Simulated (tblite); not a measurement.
Compound: C5H11PSi.
Bonds: C1–C2, C2–C3 (double), C3–C4, C3–P5, P5–C6, C6–Si7, C2–P5. Hydrogens: H8, H9, H10 on C1; H11, H12, H13 on C4; H14, H15 on C6; H16, H17, H18 on Si7.

Computed geometry: GFN2-xTB, gas phase.

Question: What internal coordinates does the optimisation give?

Answer: 
```tsv
bond	length (Å)
C1–C2, C3–C4	1.471
C2=C3	1.312
P5–C6	1.879
C6–Si7	1.902
C2–P5, C3–P5	1.843
C1–H8 and 5 like bonds	1.090
C6–H14, C6–H15	1.092
Si7–H16, Si7–H17, Si7–H18	1.465
```

Bonds in one row agree within 0.01 Å and their mean is given. A selection of angles:
```tsv
angle	degrees
C2–C1–H8	110.0
H8–C1–H9	107.8
H8–C1–H10	109.2
C1–C2–C3	146.6
C1–C2–P5	144.1
C3–C2–P5	69.3
C3–P5–C6	101.7
C2–P5–C3	41.7
P5–C6–Si7	112.7
P5–C6–H14	106.5
P5–C6–H15	109.1
Si7–C6–H14	109.5
Si7–C6–H15	111.1
H14–C6–H15	107.7
C6–Si7–H16	109.9
H16–Si7–H17	110.2
```

Torsions: C1–C2–C3–C4 2° (synperiplanar); C2–C3–P5–C6 -95° (anticlinal); C3–P5–C6–Si7 123° (anticlinal); C1–C2–P5–C3 179° (antiperiplanar). The mirror-image conformer, all signs reversed, is as good.

P5 (phosphine phosphorus) is pyramidal (angles 101.8°, 101.7° and 41.7°, sum 245.1°, 1.12 Å off the plane of its three neighbours). The 3-membered ring C2–C3–P5 has internal angles of 41.7° to 69.3°. Si7 (SiH3 silicon) is tetrahedral (angles from 108.7° to 110.2°). The C–P distances run from 1.841 Å (C2–P5, drawn single) to 1.879 Å (P5–C6, drawn single), a spread of 0.038 Å. The C–C distances run from 1.312 Å (C2=C3, drawn double) to 1.471 Å (C1–C2, drawn single), a spread of 0.159 Å.

Point group: C1 (no symmetry element, even within 0.4 Å). Its GFN2-xTB frequencies are all real (lowest 21 cm⁻¹). One conformer, not necessarily the lowest. 2 starts were optimised and ended at 0.00 and 1.89 kcal/mol (GFN2-xTB); the lowest of these is shown.

The run took 1.7 s on one thread of an Arm Neoverse V1, no GPU (shared host). This is the geometry optimisation.
